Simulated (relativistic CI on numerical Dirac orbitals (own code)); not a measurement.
# One change at a time: Xe⁷⁺

Base calculation: Dirac-Coulomb-Breit CI, separate exchange-only KLI orbitals for each configuration, a model potential for QED, unscaled Slater integrals.

CI space (outside the closed core [Kr]): 4d10 5s, 4d10 5p, 4d10 5d, 4d10 4f, 4d10 5f, 4d10 5g, 4d10 6s, 4d9 5s 4f, 4d9 5s2, 4d10 6p, 4d8 5s 5p2, 4d9 5p2, 4d10 6d, 4d9 5s 5p, 4d10 7s, 4d10 7p. Levels of other configurations are missing.

Variants: (1) P86 correlation estimate; (2) Breit term removed. Shifts of the energy above 4d10 5s 2S_1/2, in cm⁻¹, for the lowest level and the first level of each name with at least 55 % of one term (blank where a level changes its place among those of its configuration and J or its character, or is not in the variant):

| Level | Base | Δ(1) | Δ(2) | Measured |
| --- | --- | --- | --- | --- |
| 4d10 5s 2S_1/2 | 0 | 0 | 0 | 0 |
| 4d10 5p 2P°_1/2 | 111558 | +1298 | -226 | 116467 |
| 4d10 5p 2P°_3/2 | 129647 | +1298 | +30 | 135052 |
| 4d10 4f 2F°_5/2 | 263706 | -3446 | +685 | 265161 |
| 4d10 4f 2F°_7/2 | 264045 | -3446 | +797 | 265711 |
| 4d10 5d 2D_3/2 | 304146 | +2354 | +255 | 309888 |
| 4d10 5d 2D_5/2 | 306923 | +2355 | +335 | 312816 |
| 4d10 6s 2S_1/2 | 387226 | +1405 | +217 | 395497 |
| 4d10 6p 2P°_1/2 | 433808 | +1979 | +128 | 443378 |
| 4d9 5s2 2D_5/2 | 434453 | +4955 | -467 |  |
| 4d10 6p 2P°_3/2 | 440940 | +1980 | +223 | 450773 |
| 4d9 5s2 2D_3/2 | 450587 | +4955 | +31 |  |
| 4d10 5f 2F°_5/2 | 489827 | +1196 | +449 | 497579 |
| 4d10 5f 2F°_7/2 | 490215 | +1196 | +482 | 498018 |
| 4d10 6d 2D_3/2 | 517415 | +2782 | +308 | 527425 |
| 4d10 6d 2D_5/2 | 518687 | +2781 | +348 | 528794 |
| 4d9 5s 5p 4P°_5/2 | 527559 | +5864 | -661 |  |
| 4d9 5s 5p 4F°_7/2 | 536470 | +5864 | -623 |  |
| 4d9 5s 5p 4F°_3/2 | 545517 | +5864 | -216 |  |
| 4d9 5s 5p 4F°_9/2 | 546895 | +5864 | -418 |  |
| 4d9 5s 5p 4P°_1/2 | 550725 | +5864 | -214 |  |
| 4d10 7s 2S_1/2 | 554089 | +3035 | +295 | 565296 |

At this charge configurations can still be misplaced by up to about 7 % of their energy. Levels and lines within the n = 5 or 6 shells can be off by up to 10 % or somewhat more, and those that change n by about 2 %, since core polarisation is missing. 18 of the 36 excited levels that our extract of the measured tables holds in this range could be paired (the sources list more); they are missed by 22922 cm⁻¹ on average and 147139 at most, and levels without a partner can miss by more.

Measured levels: Saloman, J. Phys. Chem. Ref. Data 33, 765 (2004).

Ionisation energy from the two ground configurations alone: base 104.122 eV; P86 correlation estimate 104.848 eV; Breit term removed 104.169 eV. The NIST ASD value (measured) is 105.978 eV.

LS names give the leading component of a level, which can be under half, so a name can repeat, a term be missing and a line seem to break the LS rules.
